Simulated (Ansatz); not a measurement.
Dissociation curve of Ga2, triplet.

Levels: ROHF/cc-pVTZ (Ansatz, a first-principles code); ROMP2 = MP2 on ROHF/cc-pVTZ, cores with 3d frozen run with Ansatz; ROCCSD = CCSD on ROHF/cc-pVTZ, cores with 3d frozen (Ansatz); ROCCSD(T) = CCSD(T) on ROHF/cc-pVTZ, cores with 3d frozen run with Ansatz; UHF/cc-pVTZ (Ansatz); UMP2 = MP2 on UHF/cc-pVTZ, cores with 3d frozen (Ansatz); UCCSD = CCSD on UHF/cc-pVTZ, cores with 3d frozen run with Ansatz; UCCSD(T) = CCSD(T) on UHF/cc-pVTZ, cores with 3d frozen (Ansatz); UCCSDT = CCSDT on UHF/cc-pVTZ, cores with 3d frozen (Ansatz); UCCSDT(Q) = CCSDT(Q) on UHF/cc-pVTZ, cores with 3d frozen run with Ansatz; UKS-PBE = unrestricted PBE/cc-pVTZ in Ansatz; UKS-BLYP = unrestricted BLYP/cc-pVTZ in Ansatz; FCI = full CI/cc-pVTZ, cores with 3d frozen (Ansatz).

All curves are set to zero at 2.76 Å and compared with full CI in the same basis at 2.76, 2.93, 3.07, 3.33, 3.55, 3.93, 4.32, 4.79, 5.42, 6.11, 7.10, 8.28 Å.

Question: Which method stays most parallel to full CI over these points, and which least?

Answer: UCCSDT(Q) has the smallest spread and UHF the largest. In order (kcal/mol): UCCSDT(Q) 0.57, UCCSDT 0.96, ROCCSD(T) 2.78, UCCSD(T) 3.07, ROCCSD 4.16, UCCSD 4.35, ROMP2 5.20, UMP2 5.91, UKS-BLYP 6.27, UKS-PBE 7.90, ROHF 12.07, UHF 12.67.

Errors against full CI at some of the points (kcal/mol):

```
method     3.55 Å  4.32 Å  5.42 Å  7.10 Å  8.28 Å
---------  ------  ------  ------  ------  ------
UCCSDT(Q)     0.1     0.3     0.4     0.0     0.0
UCCSDT        0.3     0.8     0.4    -0.1    -0.2
ROCCSD(T)     1.1     1.9     0.1    -0.6    -0.6
UCCSD(T)      1.4     2.0     0.1    -0.6    -0.6
ROCCSD        1.2     0.4    -1.9    -2.6    -2.7
UCCSD         1.5     0.5    -1.9    -2.6    -2.7
ROMP2         4.1     2.1    -0.4    -1.1    -1.1
UMP2          4.3     1.7    -0.9    -1.6    -1.6
UKS-BLYP     -3.5    -4.2    -1.2     1.8     2.0
UKS-PBE      -1.1    -0.2     4.0     6.7     6.8
ROHF         -1.4    -7.3   -11.0   -12.0   -12.1
UHF          -1.4    -7.7   -11.6   -12.6   -12.7
```

The scan ran from 1.76 to 8.28 Å; beyond the distances shown full CI changes its symmetry label. The T1 diagnostic of CCSD on the restricted reference of ROMP2, ROCCSD, ROCCSD(T) exceeds 0.045 at 3.33 to 3.93 Å.
